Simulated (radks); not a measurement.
All-electron atom: the molybdenum ion Mo31+ in [Ne] 3s1. All-electron calculation, Dirac Kohn-Sham, PBE, spin-unpolarised, spherical densities, finite nucleus; Fermi nuclear charge, rms radius 4.4091 fm. Program: a radial shooting solver on a logarithmic mesh with Libxc functionals.

Spin-orbit splittings of the eigenvalues, e(l+1/2) - e(l-1/2), with zeta = 2 splitting/(2l+1) and mean radii in bohr:

[
 {"shell": "2p", "occ.": "6", "splitting (eV)": "110.9", "zeta (eV)": "73.93", "<r> j=l-1/2": "0.1280", "<r> j=l+1/2": "0.1323"},
 {"shell": "3p", "occ.": "0", "splitting (eV)": "27.79", "zeta (eV)": "18.53", "<r> j=l-1/2": "0.3488", "<r> j=l+1/2": "0.3552"}
]
